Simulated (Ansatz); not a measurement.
Reactions of CH$_{6}$OSSi$_{2}$ (`C1O[SiH2][SiH2]S1`).

Program: Ansatz. Geometries: PBE0-D4/def2-TZVP. ΔE: electronic, gas phase. CBS: MP2 limit from def2 TZ/QZ plus the TZ coupled-cluster correction, frozen cores. This one scheme is used for every species, atoms too. For atomizations the MP2-based limit and the directly extrapolated one differ by several kJ/mol either way, and by 10 to 25 for some Ge, Se and Sn compounds, so smaller differences from it don't rank the levels. Functionals use def2-TZVPP. B3LYP here is the variant with VWN-RPA as its local correlation; programs differ in this. Open shells (•) are unrestricted, without spin–orbit coupling. Spin–orbit coupling would lower the free atoms: a little for C, O, S, Si. Each species was taken in one conformer, which may not be the lowest.

| reaction | B3LYP-D4 (kJ/mol) | r2SCAN-D4 (kJ/mol) | CCSD(T)/CBS(def2) (kJ/mol) |
| --- | --- | --- | --- |
| `C1O[SiH2][SiH2]S1` → `[SiH3]OC1[SiH2]S1` | 98 | 99 | 98 |
| `C1O[SiH2][SiH2]S1` → `O=C([SiH3])[SiH2]S` | 143 | 156 | 156 |
| `C1O[SiH2][SiH2]S1` → `O[Si]1(S)C[SiH2]1` | 6 | -6 | -1 |
| `C1O[SiH2][SiH2]S1` → `[SiH3]S[SiH]1CO1` | 46 | 39 | 42 |
| `C1O[SiH2][SiH2]S1` → C• + 6 H• + O• + S• + 2 Si• | 3778 | 3809 | 3799 |
| `C1O[SiH2][SiH2]S1` → `OC1([SiH3])[SiH2]S1` | 180 | 176 | 177 |
| `C1O[SiH2][SiH2]S1` → `SC1O[SiH2][SiH2]1` | 139 | 143 | 139 |

Largest T1 diagnostic: 0.016, for `O=C([SiH3])[SiH2]S`.
